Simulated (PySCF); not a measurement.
`C#C[Si@@H](O)O/C=C\C=O`. Structure optimised with GFN2-xTB, isolated species.

```
atom  x, y, z in Å
C1     3.3122    1.0999    0.3544
C2     2.5027    0.4240   -0.2221
Si3    1.2500   -0.5989   -1.1266
O4     1.3521   -2.1630   -0.6947
O5    -0.2363   -0.0849   -0.6789
C6    -1.1755   -0.5817    0.1111
C7    -2.3147    0.0655    0.4017
C8    -2.6279    1.3866   -0.1084
O9    -3.6493    1.9941    0.1105
H10    4.0192    1.6915    0.8619
H11    1.2659   -0.3981   -2.5653
H12    2.1523   -2.6703   -0.7853
H13   -0.9802   -1.5712    0.5144
H14   -3.0442   -0.4060    1.0413
H15   -1.8306    1.8205   -0.7415
```

(1) Which two atoms are farthest apart?

(2) Work out the bond lengths Si3–H11, O5–C6, C6–H13, C7–C8, C8–H15 in pm.

(3) Give the dihedral angles H11–Si3–O4–H12, O5–Si3–O4–H12, H13–C6–C7–H14, O4–Si3–O5–C6.

(4) Where is the centre of mass (commonest isotopes), and what is the radius of gyration?

(5) How far apart are these pairs, which share no bond: C1···C6, C1···C7, O4···C8, C6···H14, C6···H15, C8···H12, H10···H12?

(6) How far are the heavy atoms from their best plane (unweighted least squares)?

(7) What is the repulsion energy of the bare nuclei, Σ ZA·ZB/RAB?

(8) What are the angles C2–Si3–O5, O5–Si3–H11, O5–C6–C7, C7–C6–H13, O5–C6–H13, O9–C8–H15?

(9) Write the matrix of distances between heavy atoms (Å, lower triangle).

Results:

(1) O9···H10, 7.71 Å; the next longest distance is 7.50 Å.

(2) For Si3–H11 the difference vector is (0.0159, 0.2008, -1.4387) Å, of length 1.4527 Å. Si3–H11 145.3; O5–C6 132.4; C6–H13 108.6; C7–C8 145.0; C8–H15 110.7 pm.

(3) H11–Si3–O4–H12 72° (synclinal); O5–Si3–O4–H12 -175° (antiperiplanar); H13–C6–C7–H14 0° (synperiplanar); O4–Si3–O5–C6 14° (synperiplanar). Dihedral signs follow IUPAC: positive where, seen along the central bond, the front bond turns clockwise onto the rear one.

(4) Mass 142.009 u; centre at (-0.053, 0.045, -0.331) Å; Rg = √(Σ m r²/M) = 2.588 Å. As Ia + Ib + Ic = 2 Σ m r², the three principal moments sum to 1902.3 u·Å².

(5) C1···C6 4.799 Å (4 bonds apart); C1···C7 5.721 Å (5 bonds apart); O4···C8 5.365 Å (5 bonds apart); C6···H14 2.095 Å (2 bonds apart); C6···H15 2.632 Å (3 bonds apart); C8···H12 6.306 Å (6 bonds apart); H10···H12 5.022 Å (5 bonds apart).

(6) 0.399 Å rms; C1 0.38, C2 0.03, Si3 0.68, O4 0.11, O5 0.40, C6 0.47, C7 0.58, C8 0.24, O9 0.19 Å (magnitudes).

(7) 472.27 Eh over 105 pairs, with full nuclear charges and distances in bohr; the largest single term is 36.45 Eh (Si3 with O4).

(8) From the scalar product of the two bond vectors; for C2–Si3–O5 it is -0.9312 Å² over 1.8530 × 1.6352 Å², cos θ = -0.3073. C2–Si3–O5 107.9°; O5–Si3–H11 103.7°; O5–C6–C7 123.4°; C7–C6–H13 120.8°; O5–C6–H13 115.8°; O9–C8–H15 121.0°.

(9) 
```
C1    0.000
C2    1.202  0.000
Si3   3.055  1.853  0.000
O4    3.948  2.871  1.626  0.000
O5    3.881  2.823  1.635  2.616  0.000
C6    4.799  3.828  2.723  3.088  1.324  0.000
C7    5.721  4.871  3.935  4.429  2.347  1.342  0.000
C8    5.965  5.221  4.474  5.365  2.865  2.456  1.450  0.000
O9    7.023  6.358  5.680  6.553  4.074  3.571  2.363  1.208  0.000
```

No GFN2-xTB frequencies stand behind this structure, so it isn't proved a minimum. One conformer, not necessarily the lowest.

The numbers are calculated, not measured.
